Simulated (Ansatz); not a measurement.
Cd₂S₂⁻, that is (CdS)2 ring with one electron more. Total charge -1; doublet. Geometry r2SCAN-D4/def2-SVP, that of the neutral singlet; atoms count from 1.

```xyz
4

Cd   -0.3307    1.2953    0.3693
S     1.7974    0.1966    0.9199
Cd    0.3307   -1.2953   -0.3693
S    -1.7974   -0.1966   -0.9199
```

In the def2 sets Cd takes a core potential; there is no spin–orbit coupling.

(1) Estimate the Mulliken populations from the PBE0/def2-TZVPD orbitals of Ansatz.

(2) Where does the spin sit?

(3) And the Mayer bond orders between heavy atoms (over 0.3)?

Answers

(1) 
```csv
atom,charge (e),spin (α − β),d electrons
Cd1,0.21,0.54,9.98
S2,-0.71,-0.04,–
Cd3,0.21,0.54,9.98
S4,-0.71,-0.04,–
```
Mulliken values depend strongly on the basis. With diffuse functions, as here, like atoms can get unlike values, and bond orders can come out too low or too high.

(2) Summed by element: Cd 1.07, S -0.07, of 1 unpaired in all. Largest on single atoms: Cd1 0.54, Cd3 0.54, S2 -0.04.

(3) Cd1–S2 0.79 (2.46 Å); Cd1–Cd3 0.38 (2.77 Å); Cd1–S4 0.79 (2.46 Å); S2–Cd3 0.79 (2.46 Å); Cd3–S4 0.79 (2.46 Å).
